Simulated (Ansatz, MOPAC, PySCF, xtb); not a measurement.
Noncovalent pair: H2O (SMILES O) (first 3 atoms) with PH3 (SMILES P); geometry from B3LYP-D3(BJ)/def2-TZVP, rigid monomers moved along the line of their centres of mass till H2···P4 is 2.97 Å.
(charge 0, multiplicity 1):
```tsv
atom	x (Å)	y (Å)	z (Å)
O	0.2632	-0.0779	-0.5425
H	0.1242	0.0001	0.4118
H	1.1449	0.2748	-0.6984
P	-0.5480	0.1622	3.3004
H	0.0878	-0.5549	4.3428
H	-0.6754	1.3575	4.0487
H	-1.8455	-0.3069	3.6167
```

Counterpoise-corrected where a basis set is named; no monomer relaxation. Rows marked so take none.

Frozen-core correlation. Rows in 3-21G, 6-311+G**, 6-31G* carry no dispersion term and start afresh at each structure (6-31G* with six Cartesian d functions). The state that AM1, PM7 reach isn't checked; PM7 holds dispersion and hydrogen-bond terms.

Programs: Ansatz (Gaussian basis) for Hartree–Fock, density functionals and correlated methods; MOPAC for AM1, PM7 (differences of heats of formation); PySCF for 3-21G rows, 6-311+G** rows, 6-31G* rows, the dispersion terms; xtb for the GFN methods. 

```
level                              interaction energy (kJ/mol)
---------------------------------  ---------------------------
AM1                                                        0.6
PM7                                                        4.7
GFN2-xTB                                                  -6.7
HF/3-21G (no counterpoise)                               -11.2
HF/6-31G* (no counterpoise)                               -7.6
HF/aug-cc-pV(T+d)Z                                        -6.3
B3LYP/6-311+G** (no counterpoise)                         -9.4
B3LYP-D4/def2-TZVPPD                                      -9.6
CCSD(T)/aug-cc-pV(D+d)Z                                      …
```

Problem. Some entries are withheld; supply them.

Solution. 
- CCSD(T)/aug-cc-pV(D+d)Z, interaction energy (kJ/mol): -8.1

Ansatz is an electronic-structure program.
